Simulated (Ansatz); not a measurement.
```xyz
2

N     0.0250   -0.0126   -0.5075
N    -0.0009   -0.0490    0.5392
```

Basis set: 6-31G* (spherical functions). Left uncorrelated: 2 orbitals. Charge 0, multiplicity 1.

Computed with Ansatz (development build ahead of 0.2.0); each method stands on the lowest determinant of its kind that the runs found. Restricted open shells among the atoms or ions are ROHF, correlated in semicanonical orbitals with singles.

The atomization energy at this shape (free ground-state atoms in the same class of orbitals less the molecule, no zero-point energy) of singlet N2:

```
 method  atomization energy
RHF-MP2             8.72 eV
```

What does RHF give?

4.78 eV. Caution: the shape is not the minimum.
